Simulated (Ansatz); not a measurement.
## Reading a saddle point

A first-order saddle point of GaSiH5S, closed shell, PBE0-D4/def2-TZVP, with one imaginary mode of 1263i cm⁻¹:

```tsv
atom	x (Å)	y (Å)	z (Å)
Ga1	-1.3290	-0.4456	-0.8278
Si2	0.7298	0.4631	0.6916
S3	-0.2500	-1.7973	-2.0126
H4	0.4178	-0.7214	-0.6733
H5	-2.5446	0.3440	-0.2878
H6	2.1622	0.0699	0.6325
H7	0.6154	1.9242	0.4274
H8	0.1986	0.1630	2.0500
```

Ansatz 0.2.0; basis: def2-TZVPP and def2-QZVPP; cores frozen in the correlated methods. Filled d shells of the heavier atoms are correlated. The def2 sets are not built for correlating such inner shells, so the correlated values are less sure here. Extrapolation: Hartree–Fock as exp(−7.88 √X), correlation as X^−2.97.

Which contacts change along the imaginary mode, and what lies on either side? (Judge from chemistry; the calculation decides.)

The calculation gives: The step is GaSiH₅S ([SiH3][GaH][SH]) → GaHS ([S][GaH]) + SiH₄, with the molecules in contact on both sides. Shortening one way: Si2–H4; lengthening the same way: Ga1–Si2, S3–H4.
```csv
pair,one side (Å),saddle (Å),other side (Å)
Si2–H4,3.56,1.83,1.49
Ga1–Si2,2.40,2.72,3.71
S3–H4,1.34,1.84,3.52
```

Which side is lower, and how far does the saddle lie above each? (To be estimated.)

Computed: The side with Ga1–Si2, S3–H4 short is lower by 0.888 eV; the saddle lies 2.316 eV above it and 1.428 eV above the other (CCSD(T) at an estimated basis limit (MP2 extrapolated from triple and quadruple zeta, plus CCSD(T) − MP2 in triple zeta); electronic energies).

The T1 diagnostic stays at or below 0.019.

Labels in which every atom is bracketed show which atoms are joined, not bond orders.

For scale, one of the runs: CCSD(T)/def2-TZVPP, 202 basis functions, launched by `ansatz run in.yaml --threads 4 --pin off --events-out ev --progress --plain --max-ram 9574MiB`. Hardware: 4 CPU threads of an AMD EPYC, shared host. Wall time 70 s; peak host memory 2.3 GiB.
